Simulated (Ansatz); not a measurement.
`NBBF` + `BO` → `BOBF` + `BN` at 298.15 K and 1 bar (cleavage of the B–B bond).

Program: Ansatz. Geometries: PBE0-D4/def2-TZVP. ΔE: electronic, gas phase. CBS: MP2 limit from def2 TZ/QZ plus the TZ coupled-cluster correction, frozen cores. This one scheme is used for every species. One conformer a species, not always the lowest.

```csv
species,CCSD(T)/CBS energy (Eh),H − E (kJ/mol),S (J/(mol·K))
`NBBF`,-206.56125,161.7,306.2
`BO`,-101.80414,103.5,230.4
`BOBF`,-226.48924,124.6,290.2
`BN`,-81.93499,137.2,228.1
```

H − E and S are ideal-gas, rigid-rotor, harmonic terms from PBE0-D4/def2-TZVP, for one conformer and one mirror image of each species. 1 Eh = 2625.50 kJ/mol, R = 8.31446 J/(mol·K).

Problem. By hand: ΔE, ΔH, ΔS and ΔG.

Solution. ΔE = (-226.48924) + (-81.93499) − (-206.56125) − (-101.80414) = -0.05884 Eh = -154.5 kJ/mol. Δ(H − E) = 124.6 + 137.2 − 161.7 − 103.5 = -3.4, so ΔH = -157.9 kJ/mol. ΔS = 290.2 + 228.1 − 306.2 − 230.4 = -18.3 J/(mol·K). ΔG = -157.9 − 298.15 × (-18.3)/1000 = -152.4 kJ/mol.

Problem. By hand: the equilibrium constant, and the temperature at which ΔG would vanish if ΔH and ΔS stayed fixed.

Solution. log₁₀ K = −ΔG/(RT ln 10) = 26.7. ΔG = 0 at ΔH/ΔS = 8628 K, far beyond where these terms or the molecules hold.

ΔH outweighs TΔS. A doubt of 5 kJ/mol in ΔE shifts log₁₀ K by 0.9 here. Other conformers and mirror images would add mixing entropy, several J/(mol·K) or more a flexible species. Modes under 60 cm⁻¹, often nearly free rotors, make the harmonic entropy too high. These are equilibria of isolated gas molecules and say nothing of rates. Largest T1 diagnostic: 0.015 (customary marks: 0.02 for closed shells, 0.045 for open ones).
